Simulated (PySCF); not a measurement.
## Static response to an electric field

C4H12OP2.
Cartesian coordinates in Å at the GFN2-xTB level; atoms count from 1:
```
atom  x, y, z in Å
C1    -1.7043    1.4159   -0.4244
P2    -1.4654   -0.2338   -1.2226
C3    -2.0671   -1.2834    0.1700
C4     0.3740   -0.4360   -0.9325
P5     1.0984    0.3060    0.5726
C6     2.8803   -0.0785    0.4617
O7     0.5037   -0.0782    1.8559
H8    -2.7711    1.6358   -0.4091
H9    -1.3202    1.4101    0.5957
H10   -1.2052    2.1845   -1.0130
H11   -1.9255   -2.3322   -0.0866
H12   -1.5325   -1.0515    1.0887
H13   -3.1325   -1.1018    0.3027
H14    0.9038   -0.0251   -1.7958
H15    0.5825   -1.5112   -0.8902
H16    1.0755    1.6781    0.3252
H17    3.3779    0.4206    1.2916
H18    3.0044   -1.1544    0.5821
H19    3.3134    0.2443   -0.4797
```

Level: PBE0/def2-SVPD (PySCF), static field, nuclei fixed, core orbitals frozen in the response. The polarisability tensor in these axes (au):

```
x   116.70   1.02   5.29
y     1.02  94.09  -0.78
z     5.29  -0.78  92.68
```

**Question.** Diagonalise the tensor; give its mean and Δα, where Δα² is half the sum of the squared differences of the eigenvalues.

**Answer.** Principal values 91.23, 94.40 and 117.84 au; mean 101.15 au = 14.99 Å³ = 16.68 × 10⁻⁴⁰ C²·m²/J; Δα = 25.18 au (25 % of the mean).

**Question.** What is the dipole moment, and where does it point?

**Answer.** (1.88, 0.64, -2.23) D, 2.99 D in size, pointing from the negative to the positive side. Measured along this direction, the outermost atoms are H13 at the negative end and H19 at the positive end.

**Question.** What depolarisation ratio follows for Rayleigh scattering of linearly polarised light, taking the static tensor?

**Answer.** ρ = 3Δα²/(45ᾱ² + 4Δα²) = 1901.9/(460454 + 2535.9) = 0.00411.

**Question.** How large is μ²/3kT at 500 K beside α?

**Answer.** In Gaussian units μ²/3kT = 43.07 Å³ against 14.99 Å³, a ratio of 2.87; the Debye molar polarisation (4π/3)N_A(α + μ²/3kT) is 146.5 cm³/mol, leaving out the vibrational part.

**Question.** What are the principal values of the traceless quadrupole moment, Θ = ½Σq(3rr − r²1), about the centre of nuclear charge?

**Answer.** -17.28, 5.24, 12.05 D·Å. The values depend on the origin, since the dipole doesn't vanish. The electronic extent ⟨r²⟩ about the same centre is 1303 bohr², a root-mean-square distance of 2.22 Å for the 74 electrons.

**Question.** Directions of the eigenvectors, and the extent of the frame along each?

**Answer.** Largest value along (0.98, 0.04, 0.20), where the nuclei span 6.62 Å; middle along (0.03, 0.94, -0.33), 4.59 Å; least along (-0.20, 0.33, 0.92), 3.44 Å. The response follows the extents in order.

Geometry: GFN2-xTB, one conformer, isolated molecule.
